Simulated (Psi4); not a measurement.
Torsional profile of SMILES CC(=O)CC#N. Scanned: dihedral O3–C2–C4–C5; all other coordinates were relaxed at GFN2-xTB. Points at φ and −φ are mirror images.

Geometry of the scan point at -150° (Å):
```
11

C     -1.3419     0.3693    -0.2556
C     -0.4571    -0.6124     0.4520
O     -0.8402    -1.4055     1.2666
C      1.0193    -0.5663     0.0386
C      1.4675     0.7407    -0.3549
N      1.8190     1.7851    -0.6589
H     -1.0849     1.3766     0.0711
H     -1.1811     0.3226    -1.3308
H     -2.3850     0.1711    -0.0233
H      1.6358    -0.9383     0.8617
H      1.1387    -1.2493    -0.8097
```

Level of theory: DF-MP2 (frozen core)/cc-pVTZ // GFN2-xTB run with Psi4 1.11.

Scanned values (°): -150, -120, -90, -60, -30, 0, 30, 60, 90, 120, 150, 180.

Question: At which scan points does the profile have its minima and maxima, and how high do they lie?

Answer: Lower than their neighbours: -150° (0.0 kcal/mol), 0° (1.1 kcal/mol), 150° (0.0 kcal/mol). Higher than their neighbours: -60° (2.2 kcal/mol), 60° (2.2 kcal/mol), 180° (0.2 kcal/mol). The whole profile spans 2.2 kcal/mol.
